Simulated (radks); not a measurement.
Q: Valence configurations of Sr (all share [Kr]). All-electron calculation, Dirac Kohn-Sham, LDA (Slater exchange, Perdew-Wang correlation), spin-unpolarised, spherical densities, finite nucleus; open shells fill j = l - 1/2 first; Fermi nuclear charge, rms radius 4.224 fm. Program: a radial shooting solver on a logarithmic mesh with Libxc functionals. Order these by energy: 5s2; 4d2; 4d0.5 5p1.5; 4d1 5s1; 5p2; 4d0.5 5s1 5p0.5; 4d1.5 5p0.5; 5s1.5 5p0.5; 5s1 5p1.

A: From the lowest, in eV above it: 5s2 0.000; 5s1.5 5p0.5 1.152; 4d0.5 5s1 5p0.5 2.239; 4d1 5s1 2.316; 5s1 5p1 2.337; 4d0.5 5p1.5 4.534; 4d1.5 5p0.5 4.556; 4d2 4.737; 5p2 4.808. NIST lists [Kr] 5s2 as the ground configuration; this level of theory agrees among the configurations tried. The energies are those of spherical spin-averaged densities, not of single terms.
